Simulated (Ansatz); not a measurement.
Species: HBI2O, SMILES `OB(I)I` (H–O–B–I torsion 0°) (charge 0, multiplicity 1).

Give a relaxed geometry from CAM-B3LYP-D3(BJ)/def2-TZVP (Ansatz, a quantum-chemistry and plane-wave program).

One answer among several that fit: the end point of this relaxation, one of several conformers (outside a Z-matrix the atoms follow the SMILES, hydrogens last).
Z-matrix (Å, degrees):
```
B
O 1 1.3321
H 2 0.9640 1 115.29
I 1 2.1267 2 118.18 3 180.00
I 1 2.1468 2 120.74 3 0.00
```
